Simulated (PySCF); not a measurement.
Si(F)(H)2(NCO) (CH2FNOSi), SMILES O=C=N[SiH2]F.

Coordinates come from a B3LYP-D3(BJ)/def2-SVP optimisation. One conformer was computed; it need not be the lowest.

Computed with PySCF with PBE0/def2-TZVP.

The molecule is in vacuum.

```yaml
total_energy: -558.44668 hartree
point_group: Cs
highest_occupied_level: -8.96 eV
lowest_empty_level: -0.44 eV
orbital_gap: 8.52 eV
dipole_moment: 1.88 D
quadrupole, principal values (traceless, Buckingham form, about the centre of nuclear charge): -7.69, 3.53, 4.17 D·Å
mean_static_polarisability: 43.5 bohr³ (6.45 Å³)
polarisability_principal_values: 31.8, 33.5, 65.4 bohr³
```
